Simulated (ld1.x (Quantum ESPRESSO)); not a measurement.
How hard is this V PAW potential?

| Property | Result |
| --- | --- |
| Element | vanadium (V) |
| Generator | ld1.x (Quantum ESPRESSO) 7.5 |
| Type | PAW |
| Functional | PBE |
| Relativity | scalar-relativistic |
| Frozen core | [Ar] |
| Valence charge | 5 |
| Reference configuration | 3d3 4s1 4p0 (charge +1) |
| Partial waves | 4s (bound): rcut 2.10, rcutus 2.45 bohr; 4s channel at 4 Ry: rcut 2.10, rcutus 2.45 bohr; 4p (bound, empty): rcut 1.90, rcutus 2.60 bohr; 4p channel at 2.4 Ry: rcut 1.90, rcutus 2.60 bohr; 3d (bound): rcut 2.15, rcutus 2.25 bohr; 3d channel at -0.3 Ry: rcut 2.15, rcutus 2.25 bohr |
| Local potential | all-electron potential smoothed inside 1.90 bohr (lloc = -1) |
| Core correction | a·sin(br)/r model core inside 2.15 bohr |
| Augmentation charge | BESSEL, radius 2.00 bohr |

The pseudo-atom Hamiltonian at the reference potential is diagonalised in spherical Bessel functions j_l(qr) that vanish at 20 bohr, with q² up to the cutoff. All-electron valence levels (Ry): 4s -0.8012, 4p -0.5023, 3d -0.9285.

**Question.** How do the lowest levels (Ry) of each channel move with the cutoff, and are there ghosts?

**Answer.**

```json
{"cutoff (Ry)": "8", "s #1": "-0.8010", "s #2": "-0.2325", "p #1": "-0.5022", "d #1": "-0.8140", "d #2": "-0.1671", "f #1": "-0.0613", "f #2": "0.0330", "Σ f·Δε (mRy)": "343.5"}
{"cutoff (Ry)": "12", "s #1": "-0.8011", "s #2": "-0.2326", "p #1": "-0.5023", "d #1": "-0.9053", "d #2": "-0.1757", "f #1": "-0.0613", "f #2": "0.0329", "Σ f·Δε (mRy)": "69.5"}
{"cutoff (Ry)": "15", "s #1": "-0.8011", "s #2": "-0.2326", "p #1": "-0.5023", "d #1": "-0.9199", "d #2": "-0.1782", "f #1": "-0.0613", "f #2": "0.0329", "Σ f·Δε (mRy)": "25.8"}
{"cutoff (Ry)": "21", "s #1": "-0.8012", "s #2": "-0.2326", "p #1": "-0.5023", "d #1": "-0.9281", "d #2": "-0.1830", "f #1": "-0.0613", "f #2": "0.0329", "Σ f·Δε (mRy)": "1.1"}
{"cutoff (Ry)": "25", "s #1": "-0.8012", "s #2": "-0.2326", "p #1": "-0.5023", "d #1": "-0.9282", "d #2": "-0.1844", "f #1": "-0.0613", "f #2": "0.0329", "Σ f·Δε (mRy)": "0.9"}
{"cutoff (Ry)": "35", "s #1": "-0.8012", "s #2": "-0.2326", "p #1": "-0.5023", "d #1": "-0.9284", "d #2": "-0.1854", "f #1": "-0.0613", "f #2": "0.0329", "Σ f·Δε (mRy)": "0.2"}
{"cutoff (Ry)": "400", "s #1": "-0.8012", "s #2": "-0.2326", "p #1": "-0.5023", "d #1": "-0.9285", "d #2": "-0.1855", "f #1": "-0.0613", "f #2": "0.0329", "Σ f·Δε (mRy)": "0.0"}
```

Result: no extra level below or beside the all-electron valence levels (s, p, d, f tested); 10 mRy is reached at 18 Ry and 1 mRy at 25 Ry.

Test run stopped at test 1 of 7 (negative rho).
